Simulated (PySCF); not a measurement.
# What binds H2: the parts of the energy along the bond

State: singlet, closed shell. RHF-based CCSD(T) in PySCF 2.14 with H aug-cc-pVTZ and H aug-cc-pVQZ (frozen core orbitals: 0; no relativity). Correlation energies are extrapolated as n⁻³ (n = 3, 4), Hartree–Fock as (n+1)·exp(−9√n). SR is the spin-free X2C energy in H cc-pVTZ-DK less the non-relativistic one in H cc-pVTZ. All energies in eV from H + H.

```csv
R (Å),HF/CBS,CCSD corr.,(T),SR,total
0.6599,-3.512,-1.094,0.0000,0.0000,-4.606
0.6899,-3.596,-1.101,0.0000,0.0001,-4.696
0.7198,-3.633,-1.109,0.0000,0.0001,-4.741
0.7498,-3.632,-1.118,0.0000,0.0001,-4.749
0.7798,-3.599,-1.127,0.0000,0.0001,-4.726
0.8173,-3.521,-1.141,0.0000,0.0001,-4.663
0.8548,-3.412,-1.157,0.0000,0.0001,-4.568
```

A fit to the total gives Re = 0.7417 Å, De = 4.750 eV, ωe = 4400.6 cm⁻¹, Be = 60.81 cm⁻¹ (masses 1.0078 and 1.0078 u).

Question: At R = 0.7498 Å the CCSD correlation energy is -0.039713 hartree in the smaller basis and -0.040498 in the larger. Extrapolate it.

Answer: (4³·E4 − 3³·E3)/(4³ − 3³) = -0.04107 hartree; the larger basis holds 98.6 % of it.

The T1 diagnostic is 0.005. The open-shell atoms are computed with UHF. Spin–orbit coupling, excitations beyond (T) and corrections to the Born–Oppenheimer picture are left out.
